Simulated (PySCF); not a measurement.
The scaffold SiH2Cl-X carries different groups X. All species are isolated molecules in the gas phase. One relaxed conformer stands for each flexible species; it need not be the lowest. Strings in code marks are SMILES.

The HOMO–LUMO gap from two functionals at the same geometries (PBE0-D4/def2-TZVP), both in PySCF: PBE-D3(BJ)/def2-TZVP and B3LYP-D3(BJ)/def2-TZVP. B3LYP has the VWN-RPA correlation part, as in Gaussian. 

```
species                                                        PBE-D3(BJ)/def2-TZVP (eV)  B3LYP-D3(BJ)/def2-TZVP (eV)
-------------------------------------------------------------  -------------------------  ---------------------------
X = dimethylamino (`[SiH2](N(C)C)Cl` (C–N–Si–Cl torsion 79°))                       5.41                         7.10
X = borono (`OB([SiH2]Cl)O`)                                                        5.43                         7.21
X = cyanomethyl (`N#CC[SiH2]Cl`)                                                    6.47                         8.27
X = methylamino (`Cl[SiH2]NC` (C–N–Si–Cl torsion 69°))                              5.68                         7.39
```

Over these rows, drawn at random from the members with no instability flagged (it was tested for open shells, ions and some series alone), PBE minus B3LYP-D3(BJ): mean -1.75 eV, from -1.81 eV to -1.69 eV.
